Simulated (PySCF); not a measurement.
## Cost of excited-state runs on `C=CC[C@@H]([AsH2])C=C(C)C`, C8H15As

Molfile (atoms numbered from 1):
```
C8H15As
     RDKit          3D

 24 23  0  0  0  0  0  0  0  0999 V2000
   -3.2570   -0.7760    0.6855 C   0  0  0  0  0  0  0  0  0  0  0  0
   -2.7099    0.0271   -0.2066 C   0  0  0  0  0  0  0  0  0  0  0  0
   -1.6890   -0.3812   -1.2165 C   0  0  0  0  0  0  0  0  0  0  0  0
   -0.3459    0.3356   -1.0048 C   0  0  1  0  0  0  0  0  0  0  0  0
   -0.5966    2.3352   -1.0636 As  0  0  0  0  0  3  0  0  0  0  0  0
    0.3013   -0.0609    0.2729 C   0  0  0  0  0  0  0  0  0  0  0  0
    1.6006   -0.2769    0.4576 C   0  0  0  0  0  0  0  0  0  0  0  0
    2.6097   -0.1710   -0.6527 C   0  0  0  0  0  0  0  0  0  0  0  0
    2.1573   -0.6469    1.7997 C   0  0  0  0  0  0  0  0  0  0  0  0
   -3.0006   -1.8223    0.7370 H   0  0  0  0  0  0  0  0  0  0  0  0
   -3.9863   -0.4296    1.3984 H   0  0  0  0  0  0  0  0  0  0  0  0
   -2.9871    1.0791   -0.2399 H   0  0  0  0  0  0  0  0  0  0  0  0
   -2.0619   -0.1258   -2.2168 H   0  0  0  0  0  0  0  0  0  0  0  0
   -1.5344   -1.4632   -1.1770 H   0  0  0  0  0  0  0  0  0  0  0  0
    0.3030    0.0929   -1.8542 H   0  0  0  0  0  0  0  0  0  0  0  0
    0.8596    2.6199   -0.8345 H   0  0  0  0  0  0  0  0  0  0  0  0
   -0.8258    2.4864    0.4135 H   0  0  0  0  0  0  0  0  0  0  0  0
   -0.3782   -0.1514    1.1127 H   0  0  0  0  0  0  0  0  0  0  0  0
    2.5695    0.8136   -1.1222 H   0  0  0  0  0  0  0  0  0  0  0  0
    3.6157   -0.3273   -0.2717 H   0  0  0  0  0  0  0  0  0  0  0  0
    2.4172   -0.9168   -1.4246 H   0  0  0  0  0  0  0  0  0  0  0  0
    1.3694   -0.7376    2.5431 H   0  0  0  0  0  0  0  0  0  0  0  0
    2.6918   -1.5950    1.7386 H   0  0  0  0  0  0  0  0  0  0  0  0
    2.8656    0.1118    2.1338 H   0  0  0  0  0  0  0  0  0  0  0  0
  1  2  2  0
  2  3  1  0
  3  4  1  0
  4  5  1  0
  4  6  1  0
  6  7  2  3
  7  8  1  0
  7  9  1  0
  1 10  1  0
  1 11  1  0
  2 12  1  0
  3 13  1  0
  3 14  1  0
  4 15  1  6
  5 16  1  0
  5 17  1  0
  6 18  1  0
  8 19  1  0
  8 20  1  0
  8 21  1  0
  9 22  1  0
  9 23  1  0
  9 24  1  0
M  END
```

PySCF with density fitting, on 1 thread of an Arm Neoverse N1, shared host. Command: `OMP_NUM_THREADS=1 python excited_run.py task.json out`

Problem. How long does this run take, and how much memory?
- vibronic structure, LC-wPBE/def2-SVP; Tamm-Dancoff

Solution. 
```
               run             level  basis functions  wall time  peak memory (GiB)
vibronic structure  LC-wPBE/def2-SVP              219    3.2 min                1.4
```
Times from a shared host are rough.
